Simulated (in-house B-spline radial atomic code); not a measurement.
Pd. Computed with a B-spline radial atomic code. Model: all-electron spherical atom, spin shells full or empty, radial basis limit, no spin-orbit coupling: exact exchange with a local potential (Slater, KLI or optimised effective potential, whose far tail is KLI's), no correlation.

Exchange potential has not reached -1/r at the last radius.

The run also made RPA and GW results, which its time includes.

The Slater potential averages the orbital exchange potentials with the orbital densities as weights, KLI adds orbital constants, and the optimised effective potential minimises the exact-exchange energy among local potentials. So their energies lie above Hartree-Fock in the order OEP, KLI, Slater. All fall off as −1/r, unlike LDA and GGA exchange.

Command:
```bash
python run_gw.py task.json out
```
Settings (lengths in bohr, energies in hartree):
```
Z                      46
electrons              46
configuration          [Kr] 4d10
hamiltonian            nr
method                 oep
lmax                   9
spin_polarised         False
box_radius             40
intervals              81
```

Time taken, with all properties: 8.9 s on 1 thread of Arm Neoverse N1, with other jobs on the host.

Given: hamiltonian non-relativistic; mean-field start exchange-only OEP.

Computed: energy above Hartree-Fock 14.98 millihartree; virial ratio -E/T less 1 0.

| radius (bohr) | r times exchange potential (hartree bohr) |
| --- | --- |
| 0.00109 | -0.040687 |
| 0.00138 | -0.051456 |
| 0.00174 | -0.064774 |
| 0.00221 | -0.082046 |
| 0.00279 | -0.10314 |
| 0.00354 | -0.13 |
| 0.00448 | -0.16283 |
| 0.00567 | -0.2029 |
| 0.00718 | -0.25097 |
| 0.00909 | -0.3069 |
| 0.0115 | -0.36918 |
| 0.0146 | -0.43542 |
| 0.0185 | -0.49702 |
| 0.0234 | -0.54225 |
| 0.0296 | -0.55428 |
| 0.0375 | -0.52267 |
| 0.0474 | -0.50242 |
| 0.0601 | -0.60507 |
| 0.0761 | ? |
| 0.0963 | -0.91178 |
| 0.122 | -0.96084 |
| 0.154 | -0.8894 |
| 0.195 | -0.85911 |
| 0.248 | -1.1184 |
| 0.313 | ? |
| 0.397 | -1.3552 |
| 0.502 | -1.1134 |
| 0.636 | -0.84353 |
| 0.806 | -1.247 |
| 1.02 | -1.474 |
| 1.29 | -1.528 |
| 1.64 | -1.4448 |
| 2.07 | -1.307 |
| 2.62 | -1.1861 |
| 3.32 | -1.1066 |
| 4.2 | -1.0609 |
| 5.32 | -1.0357 |

(1) What belongs in the row 0.0761?

(2) What belongs in the row 0.313?

```json
{"occupied": "1s", "level (hartree)": "-861.46", "Hartree-Fock level (hartree)": "-873.32"}
{"occupied": "2s", "level (hartree)": "-123.45", "Hartree-Fock level (hartree)": "-127.97"}
{"occupied": "2p", "level (hartree)": "-114.62", "Hartree-Fock level (hartree)": "-118.53"}
{"occupied": "3s", "level (hartree)": "?", "Hartree-Fock level (hartree)": "?"}
{"occupied": "3p", "level (hartree)": "-18.843", "Hartree-Fock level (hartree)": "-20.374"}
{"occupied": "3d", "level (hartree)": "-12.342", "Hartree-Fock level (hartree)": "-13.363"}
{"occupied": "4s", "level (hartree)": "?", "Hartree-Fock level (hartree)": "?"}
{"occupied": "4p", "level (hartree)": "-1.9905", "Hartree-Fock level (hartree)": "-2.3301"}
{"occupied": "4d", "level (hartree)": "-0.33497", "Hartree-Fock level (hartree)": "-0.336"}
```

(3) What belongs in the row 3s?

(4) What belongs in the row 4s?

```tsv
empty	level (hartree)
5s	-0.25271
5p	-0.13459
6s	-0.081463
6p	?
5d	-0.056036
```

(5) What belongs in the row 6p?

Results:

(1) r times exchange potential (hartree bohr): -0.77814.

(2) r times exchange potential (hartree bohr): -1.3269.

(3) level (hartree): -22.377; Hartree-Fock level (hartree): -24.209.

(4) level (hartree): -3.0667; Hartree-Fock level (hartree): -3.5873.

(5) level (hartree): -0.056358.

The highest level, 4d, differs from Hartree-Fock by +0.028 eV and the deepest, 1s, by +323 eV: a local potential can match the highest level but can't give each shell its own exchange.
